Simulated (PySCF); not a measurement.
SMILES C=CCCCC (C₆H₁₂), GFN2-xTB optimised geometry.

```
18

C      3.12    -0.70    -2.18
C      2.41    -0.04    -1.29
C      0.92     0.07    -1.30
C      0.31    -0.48     0.00
C     -1.21    -0.48     0.00
C     -1.82     0.92     0.00
H      4.20    -0.75    -2.13
H      2.66    -1.22    -3.00
H      2.90     0.47    -0.47
H      0.51    -0.48    -2.15
H      0.64     1.12    -1.41
H      0.67    -1.50     0.14
H      0.68     0.12     0.84
H     -1.56    -1.01     0.89
H     -1.57    -1.03    -0.87
H     -1.44     1.50     0.84
H     -2.90     0.87     0.08
H     -1.57     1.45    -0.92
```

Density from PBE/def2-SVP (PySCF) at that geometry.

Minimum of the electron density along straight lines between bonded atoms, close to the bond critical point (lines longer than 1.1 times the sum of covalent radii, or with two minima, are not listed):

| bond | length / Å | ρ at the minimum / e bohr⁻³ | ∇²ρ there / e bohr⁻⁵ | position (fraction from the first atom) |
|---|---|---|---|---|
| C1–C2 | 1.319 | … | -0.91 | 0.50 |
| C2–C3 | 1.495 | 0.255 | … | 0.51 |
| C3–C4 | 1.532 | 0.238 | -0.51 | 0.50 |
| C4–C5 | 1.529 | 0.241 | -0.52 | 0.50 |
| C5–C6 | 1.524 | 0.241 | -0.53 | 0.50 |
| C1–H7 | 1.077 | 0.280 | -1.05 | 0.63 |
| C1–H8 | 1.078 | 0.279 | -1.04 | 0.63 |
| C2–H9 | 1.083 | 0.279 | -1.03 | 0.63 |
| C3–H10 | 1.092 | 0.274 | -0.98 | 0.63 |
| C3–H11 | 1.093 | 0.272 | -0.96 | 0.62 |
| C4–H12 | 1.093 | 0.274 | -0.98 | 0.63 |
| C4–H13 | 1.093 | 0.273 | -0.97 | 0.62 |
| C5–H14 | 1.093 | 0.273 | -0.97 | 0.62 |
| C5–H15 | 1.093 | 0.273 | -0.97 | 0.62 |
| C6–H16 | 1.088 | 0.274 | -0.98 | 0.63 |
| C6–H17 | 1.088 | 0.274 | -0.99 | 0.63 |
| C6–H18 | 1.087 | 0.274 | -0.99 | 0.63 |

Q: Complete the blanks.

A: 
- C1–C2, ρ at the minimum / e bohr⁻³: 0.344
- C2–C3, ∇²ρ there / e bohr⁻⁵: -0.58
